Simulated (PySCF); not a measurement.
C9H5NS.
SMILES with atom numbers: `[N:1]#[C:2][c:3]1[s:4][cH:5][c:6]2[cH:7][cH:8][cH:9][cH:10][c:11]12` (hydrogens: H12 on C5; H13 on C7; H14 on C8; H15 on C9; H16 on C10)

A GFN2-xTB structure was refined with PySCF, PBE0-D3(BJ)/def2-SVP geometry optimisation, gas phase. Its GFN2-xTB values:

```csv
coordinate,GFN2-xTB
N1≡C2,1.150 Å
C2–C3,1.390 Å
C3–S4,1.729 Å
C3–C11,1.394 Å
S4–C5,1.701 Å
C5–C6,1.381 Å
C5–H12,1.072 Å
C6–C7,1.416 Å
C6–C11,1.434 Å
C7–C8,1.362 Å
C7–H13,1.079 Å
C8–C9,1.415 Å
C8–H14,1.080 Å
C9–H15,1.080 Å
C10–C11,1.411 Å
C10–H16,1.079 Å
N1–C2–C3,179.1°
C2–C3–C11,127.0°
C3–S4–C5,92.1°
C3–C11–C6,111.8°
C3–C11–C10,128.2°
S4–C3–C11,111.3°
S4–C5–C6,112.7°
C5–C6–C11,112.0°
```

Question: How do these coordinates change at the PBE0-D3(BJ)/def2-SVP level?

Answer: 
| coordinate | PBE0-D3(BJ)/def2-SVP (Å or °) | change |
| --- | --- | --- |
| C2–C3 | 1.410 | +0.020 |
| C5–H12 | 1.089 | +0.017 |
| C10–H16 | 1.092 | +0.013 |
| C7–H13 | 1.092 | +0.013 |
| C8–C9 | 1.428 | +0.013 |
| C9–H15 | 1.092 | +0.012 |
| N1≡C2 | 1.162 | +0.012 |
| C8–H14 | 1.092 | +0.012 |
| C5–C6 | 1.392 | +0.011 |
| C3–S4 | 1.719 | -0.010 |
| C10–C11 | 1.421 | +0.010 |
| C6–C7 | 1.426 | +0.010 |
| S4–C5 | 1.693 | -0.008 |
| C3–C11 | 1.402 | +0.008 |
| C6–C11 | 1.441 | +0.007 |
| C7–C8 | 1.369 | +0.007 |
| C3–S4–C5 | 93.2 | +1.1 |
| S4–C5–C6 | 112.2 | -0.5 |
| C2–C3–C11 | 127.3 | +0.3 |
| S4–C3–C11 | 111.1 | -0.2 |
| C3–C11–C10 | 128.3 | +0.1 |
| N1–C2–C3 | 179.2 | +0.1 |
| C3–C11–C6 | 111.7 | -0.1 |
| C5–C6–C11 | 111.9 | -0.1 |

The energy falls by 0.058 eV over 5 energy and gradient evaluations, the largest force component goes from 0.0280 to 3.0e-04 Eh/bohr, and the atoms move by 0.023 Å rms after alignment. The bond that changes most is C2–C3 (nitrile carbon to substituted aromatic carbon), which lengthens by 0.020 Å. Bonds longer at the end by more than 0.005 Å: 15 of 17; shorter: 2. Rotational constants go from 1708, 898.1, 588.6 to 1697, 885.1, 581.7 MHz.

The run used 183 basis functions and 33 SCF cycles in all. Cost: about 4 min of CPU time on one thread; the machine was shared, so the figure is rough.

Whether it is a minimum is left open (no frequencies).
